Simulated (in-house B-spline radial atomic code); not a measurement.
KLI/ALDAx excitations of N3+

Method: KLI/ALDAx. Computed with a B-spline radial code for spherical atoms: linear response of the closed shell [He] 2s2 with the adiabatic LDA exchange kernel on the exchange-only KLI potential; non-relativistic, point nucleus, no spin-orbit coupling, no double excitations, S, P, D and F terms only.

Command:
```bash
python run_td.py task.json out
```
Settings (radii: box in bohr, nucleus in fm):
```
Z                        7
electrons                4
configuration            [He] 2s2
hamiltonian              nr
method                   kli
box_radius               23.08
intervals                67
```

Time taken, with all properties: 0.1 s on 1 thread of Arm Neoverse N1 (shared host).

The lowest states, in the order of their Tamm-Dancoff energies; the method's threshold (minus the highest occupied level) is 75.26 eV. Labels give the largest channel, * marks a mixed state, and oscillator strengths are full-response dipole values. Semilocal kernels can invert the small singlet-triplet splittings of Rydberg terms. Energies in eV:

| state | full response | Tamm-Dancoff | oscillator strength |
| --- | --- | --- | --- |
| 2s → 2p 3P | 6.036 | 7.138 | - |
| 2s → 2p 1P | ? | ? | ? |
| 2s → 3s 3S | 44.73 | 44.76 | - |
| 2s → 3s 1S | 46.58 | 46.61 | - |
| 2s → 3p 3P | 47.63 | 47.65 | - |
| 2s → 3p 1P | ? | ? | ? |
| 2s → 3d 3D | 49.29 | 49.32 | - |
| 2s → 3d 1D | 50.47 | 50.47 | - |
| 2s → 4s 3S | 59.21 | 59.22 | - |
| 2s → 4s 1S | 59.79 | 59.80 | - |

(1) Where does 2s → 2p 1P lie?

(2) Where does 2s → 3p 1P lie?

(3) How large is the singlet-triplet splitting of 2s → 2p (P terms) in Tamm-Dancoff?

(4) What polarisabilities and dispersion coefficient does the method give?

## Answers

(1) At 15.347 eV in full response, 16.306 eV in Tamm-Dancoff, oscillator strength 0.593.

(2) At 48.34 eV in full response, 48.35 eV in Tamm-Dancoff, oscillator strength 0.342.

(3) 9.17 eV, from the unrounded values.

(4) Dipole 2.057 bohr³, quadrupole 1.488 bohr⁵, C6 2.019 hartree·bohr⁶ for two such species.
